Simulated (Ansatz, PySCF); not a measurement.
Gas-phase reaction (SMILES): CC[O][GeH3] [ethoxygermane] → [CH2]C[O][GeH3] + H atom; the C-H bond at the site shown breaks (other sites are not compared here).

Geometries: B3LYP-D3(BJ)/def2-TZVP minima from Ansatz (a quantum-chemistry and plane-wave program), one conformer each, not searched for the lowest. Valence correlation only, unless marked. UHF or UKS for open shells. Spin-orbit coupling is left out. The frozen core is the preceding noble-gas configuration, with the filled d and f shells of earlier blocks. No relativistic terms. Basis-set limits of correlation are two-point, X^-3; Hartree-Fock from the larger set. Thermal terms are rigid-rotor harmonic-oscillator values from B3LYP-D3(BJ) frequencies (PySCF) at 298.15 K and 1 atm. 1 Eh = 627.5095 kcal/mol. Atoms have translation alone. Electronic entropy comes from spin alone.

```tsv
species	E, CCSD(T)/CBS(cc-pVTZ,cc-pVQZ) (Ansatz) (Eh)	E, PBE/def2-TZVPD (Ansatz) (Eh)	H - E (Eh)	G - E (Eh)
CC[O][GeH3]	-2231.60751	-2232.79750	0.10066	0.06195
[CH2]C[O][GeH3]	-2230.93123	-2232.12885	0.08564	0.04529
H atom	-0.49995	-0.49962	0.00236	-0.01065
```

Q: Work out ΔE and ΔH, ΔG, ΔS and the equilibrium constant at 298.15 K at the first level, then ΔH at the second.

A: 
1. ΔE = [(-2230.93123) + (-0.49995)] - [(-2231.60751)] = 0.17633 Eh = 110.6 kcal/mol at CCSD(T)/CBS(cc-pVTZ,cc-pVQZ).
2. The terms H - E add up to -0.01266 Eh, so ΔH = (0.17633 + (-0.01266))×627.5095 = 102.7 kcal/mol.
3. The terms G - E add up to -0.02731 Eh, so ΔG = 93.5 kcal/mol, and ΔS = (-0.01266 - (-0.02731))×627509.5/298.15 = 30.8 cal/(mol K).
4. log10 K = -ΔG/(RT ln 10) = -68.5, with RT ln 10 = 1.3642 kcal/mol.
5. With ΔH and ΔS taken as constant, ΔG changes sign near ΔH/ΔS = 3330 K, a rough figure that leaves out heat capacities.
6. At PBE/def2-TZVPD the same steps give ΔE = 106.1 and ΔH = 98.1 kcal/mol, a shift of -4.6 from the first level.
7. These values are not checked against measurement here, since the tables used lack a sound gas-phase enthalpy of formation for at least one species.
